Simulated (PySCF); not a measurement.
PySCF input for H5O4Si, SMILES O[Si](O)([OH2+])O, charge +1, TDDFT-PBE/def2-SVPD. Coordinates come from a PBE0-D3(BJ)/def2-SVP optimisation. The isomer is the one that the SMILES or the coordinates give; other isomers of the formula were not compared. The values are those of a single conformer.

```python
import numpy as np
from pyscf import gto, scf, dft, tdscf

mol = gto.M(
    atom='''
    O     0.42801547   -0.33944658    1.59292112
    Si    0.19788985   -0.05662123    0.03140217
    O     0.05664356   -1.28089659   -1.00466887
    O     0.90018122    1.30234073   -0.45782188
    O    -1.56782840    0.40109666   -0.15017288
    H     0.25233802   -1.17434596    2.04199004
    H     0.77973851   -1.71995710   -1.46691235
    H     1.59437047    1.74864581    0.04211069
    H    -1.86259533    1.32279356   -0.04512984
    H    -2.07040414   -0.04919305   -0.85374874
    ''',
    basis='def2-SVPD',
    charge=1,
    spin=0,
    max_memory=1600,
    verbose=4,
)
mf = dft.RKS(mol, xc='pbe').density_fit(auxbasis='def2-universal-jkfit')
mf.grids.level = 3
mf.conv_tol = 1e-9
mf.max_cycle = 100
mf.kernel()
mf.grids = dft.Grids(mol).set(level=1).build(with_non0tab=True)  # coarser grid for the response kernel
td = tdscf.TDDFT(mf)
td.singlet = True
td.nstates = 10
td.conv_tol = 1e-4
td.positive_eig_threshold = 1e-6
td.kernel(x0=td.get_init_guess(mf, 15))
td.analyze()
tt = tdscf.TDA(mf)
tt.singlet = False
tt.nstates = 4
tt.conv_tol = 1e-4
tt.positive_eig_threshold = 1e-6
tt.kernel(x0=tt.get_init_guess(mf, 9))
tt.analyze(verbose=3)
```

It prints:

```
PySCF version 2.14.0

[INPUT] verbose = 4
[INPUT] num. atoms = 10
[INPUT] num. electrons = 50
[INPUT] charge = 1
[INPUT] spin (= nelec alpha-beta = 2S) = 0
[INPUT] symmetry False subgroup None
[INPUT] Mole.unit = angstrom
[INPUT] Symbol           X                Y                Z      unit          X                Y                Z       unit  Magmom
[INPUT]  1 O      0.428015470000  -0.339446580000   1.592921120000 AA    0.808832015377  -0.641461070120   3.010184654835 Bohr   0.0
[INPUT]  2 Si     0.197889850000  -0.056621230000   0.031402170000 AA    0.373957619331  -0.106998617536   0.059341501017 Bohr   0.0
[INPUT]  3 O      0.056643560000  -1.280896590000  -1.004668870000 AA    0.107040815120  -2.420543748989  -1.898549010176 Bohr   0.0
[INPUT]  4 O      0.900181220000   1.302340730000  -0.457821880000 AA    1.701095968277   2.461067300566  -0.865157967033 Bohr   0.0
[INPUT]  5 O     -1.567828400000   0.401096660000  -0.150172880000 AA   -2.962766286315   0.757962836878  -0.283785614537 Bohr   0.0
[INPUT]  6 H      0.252338020000  -1.174345960000   2.041990040000 AA    0.476849748615  -2.219192239889   3.858801924690 Bohr   0.0
[INPUT]  7 H      0.779738510000  -1.719957100000  -1.466912350000 AA    1.473492232676  -3.250247865001  -2.772062590242 Bohr   0.0
[INPUT]  8 H      1.594370470000   1.748645810000   0.042110690000 AA    3.012923529394   3.304461669768   0.079577671016 Bohr   0.0
[INPUT]  9 H     -1.862595330000   1.322793560000  -0.045129840000 AA   -3.519795054594   2.499717547738  -0.085283037645 Bohr   0.0
[INPUT] 10 H     -2.070404140000  -0.049193050000  -0.853748740000 AA   -3.912496791766  -0.092961391732  -1.613351297793 Bohr   0.0

nuclear repulsion = 277.793307972831
number of shells = 66
number of NR pGTOs = 224
number of NR cGTOs = 156
basis = def2-SVPD
ecp = {}


[settings echo left out]
init E= -593.380406028482
  HOMO = -0.419749839467986  LUMO = -0.0832011971536302  gap/eV = 9.15796
cycle= 1 E= -592.233292593786  delta_E= 1.15  |g|=  1.3  |ddm|= 4.32
  HOMO = -0.307136009390442  LUMO = -0.203418301504796  gap/eV = 2.82230
cycle= 2 E= -591.341500842748  delta_E= 0.892  |g|= 2.48  |ddm|= 4.23
  HOMO = -0.492642308084608  LUMO = -0.233446413287065  gap/eV = 7.05308
cycle= 3 E= -592.538668901837  delta_E= -1.2  |g|= 0.167  |ddm|= 3.12
  HOMO = -0.480053685378276  LUMO = -0.234874682572421  gap/eV = 6.67166
cycle= 4 E= -592.541171393511  delta_E= -0.0025  |g|= 0.127  |ddm|= 0.251
  HOMO = -0.478183294518011  LUMO = -0.230262078941531  gap/eV = 6.74628
cycle= 5 E= -592.544025093745  delta_E= -0.00285  |g|= 0.0116  |ddm|= 0.106
  HOMO = -0.478114748222286  LUMO = -0.23050518767052  gap/eV = 6.73780
cycle= 6 E= -592.544037603325  delta_E= -1.25e-05  |g|= 0.00827  |ddm|= 0.0184
  HOMO = -0.478211529337857  LUMO = -0.230631227897014  gap/eV = 6.73700
cycle= 7 E= -592.544050106475  delta_E= -1.25e-05  |g|= 0.00148  |ddm|= 0.00796
  HOMO = -0.478382228240091  LUMO = -0.230681663160851  gap/eV = 6.74028
cycle= 8 E= -592.544050498483  delta_E= -3.92e-07  |g|= 0.000363  |ddm|= 0.00183
  HOMO = -0.478368407428813  LUMO = -0.230670478954829  gap/eV = 6.74020
cycle= 9 E= -592.544050527811  delta_E= -2.93e-08  |g|= 8.34e-05  |ddm|= 0.000944
  HOMO = -0.478372655568178  LUMO = -0.230672446927248  gap/eV = 6.74027
cycle= 10 E= -592.544050528447  delta_E= -6.36e-10  |g|= 6.18e-05  |ddm|= 0.00012
  HOMO = -0.47837391507504  LUMO = -0.230672794963353  gap/eV = 6.74029
cycle= 11 E= -592.544050529093  delta_E= -6.46e-10  |g|= 2.03e-05  |ddm|= 7.6e-05
  HOMO = -0.478373127807953  LUMO = -0.230672308403078  gap/eV = 6.74028
Extra cycle  E= -592.544050528863  delta_E= 2.3e-10  |g|= 4.03e-05  |ddm|= 5.47e-05
converged SCF energy = -592.544050528863
tot grids = 39496
Overwritten attributes  positive_eig_threshold  of <class 'pyscf.tdscf.rks.CasidaTDDFT'>


******** <class 'pyscf.tdscf.rks.CasidaTDDFT'> for <class 'pyscf.df.df_jk.DFRKS'> ********
nstates = 10 singlet
deg_eia_thresh = 1.000e-03
wfnsym = None
conv_tol = 0.0001
eigh lindep = 1e-12
eigh level_shift = 0
eigh max_cycle = 100


Excitation energies (eV)
[6.80222267 7.24973237 7.34016108 7.90915871 8.1389605  8.26936457
 8.58883859 8.73004963 8.74678188 8.9497625 ]

** Singlet excitation energies and oscillator strengths **
Excited State   1:      6.80222 eV    182.27 nm  f=0.0048
      25 -> 26       -0.70591
Excited State   2:      7.24973 eV    171.02 nm  f=0.0174
      24 -> 26        0.70371
Excited State   3:      7.34016 eV    168.91 nm  f=0.0204
      23 -> 26       -0.70398
Excited State   4:      7.90916 eV    156.76 nm  f=0.0154
      22 -> 26        0.69341
      25 -> 27       -0.12444
Excited State   5:      8.13896 eV    152.33 nm  f=0.0151
      21 -> 26        0.14179
      22 -> 26       -0.11228
      24 -> 27       -0.12523
      25 -> 27       -0.66332
Excited State   6:      8.26936 eV    149.93 nm  f=0.0248
      21 -> 26        0.68305
      25 -> 27        0.12175
Excited State   7:      8.58884 eV    144.36 nm  f=0.0099
      24 -> 27       -0.67508
      25 -> 27        0.11429
Excited State   8:      8.73005 eV    142.02 nm  f=0.0554
      20 -> 26       -0.64476
      23 -> 27       -0.25070
Excited State   9:      8.74678 eV    141.75 nm  f=0.0413
      20 -> 26        0.25026
      23 -> 27       -0.61114
      25 -> 30        0.17327
Excited State  10:      8.94976 eV    138.53 nm  f=0.0044
      25 -> 28       -0.69295
      25 -> 29        0.10980

** Transition electric dipole moments (AU) **
state          X           Y           Z        Dip. S.      Osc.
  1        -0.1164      0.0990     -0.0758      0.0291      0.0048
  2         0.2619     -0.0206      0.1698      0.0979      0.0174
  3         0.1878     -0.1951     -0.2000      0.1133      0.0204
  4        -0.0756     -0.2172      0.1636      0.0797      0.0154
  5         0.1274      0.1765     -0.1687      0.0758      0.0151
  6         0.2635     -0.0038      0.2297      0.1222      0.0248
  7        -0.0098     -0.1916      0.1010      0.0470      0.0099
  8        -0.4885      0.0269     -0.1403      0.2590      0.0554
  9         0.1397     -0.2004     -0.3649      0.1928      0.0413
 10         0.0260     -0.1042     -0.0913      0.0199      0.0044

** Transition velocity dipole moments (imaginary part, AU) **
state          X           Y           Z        Dip. S.      Osc.
  1        -0.0300      0.0240     -0.0185      0.0018      0.0048
  2         0.0710     -0.0061      0.0467      0.0073      0.0182
  3         0.0504     -0.0522     -0.0550      0.0083      0.0205
  4        -0.0229     -0.0651      0.0471      0.0070      0.0160
  5         0.0405      0.0504     -0.0508      0.0068      0.0151
  6         0.0796     -0.0015      0.0737      0.0118      0.0258
  7        -0.0008     -0.0628      0.0326      0.0050      0.0106
  8        -0.1580      0.0071     -0.0445      0.0270      0.0561
  9         0.0427     -0.0632     -0.1185      0.0199      0.0412
 10         0.0083     -0.0321     -0.0314      0.0021      0.0042

** Transition magnetic dipole moments (imaginary part, AU) **
state          X           Y           Z
  1        -0.3939     -0.1800     -0.2769
  2         0.1695     -0.2872     -0.3100
  3        -0.0775     -0.3871      0.4488
  4        -0.1632     -0.0044      0.1016
  5        -0.3771     -0.1608     -0.1073
  6         0.0276     -0.1504      0.0751
  7        -0.1309      0.2298      0.2380
  8         0.0359     -0.3711      0.2046
  9        -0.0832     -0.2820      0.0606
 10        -0.0344     -0.0878      0.1806
Overwritten attributes  positive_eig_threshold  of <class 'pyscf.tdscf.rks.TDA'>


******** <class 'pyscf.tdscf.rks.TDA'> for <class 'pyscf.df.df_jk.DFRKS'> ********
nstates = 4 triplet
deg_eia_thresh = 1.000e-03
wfnsym = None
conv_tol = 0.0001
eigh lindep = 1e-12
eigh level_shift = 0
eigh max_cycle = 100


Excitation energies (eV)
[6.65789466 7.08312524 7.17612556 7.75709157]

** Triplet excitation energies and oscillator strengths **
Excited State   1:      6.65789 eV    186.22 nm  f=0.0000
Excited State   2:      7.08313 eV    175.04 nm  f=0.0000
Excited State   3:      7.17613 eV    172.77 nm  f=0.0000
Excited State   4:      7.75709 eV    159.83 nm  f=0.0000
```

Self-consistency was reached.

Cost: around 40 core-seconds (rough).
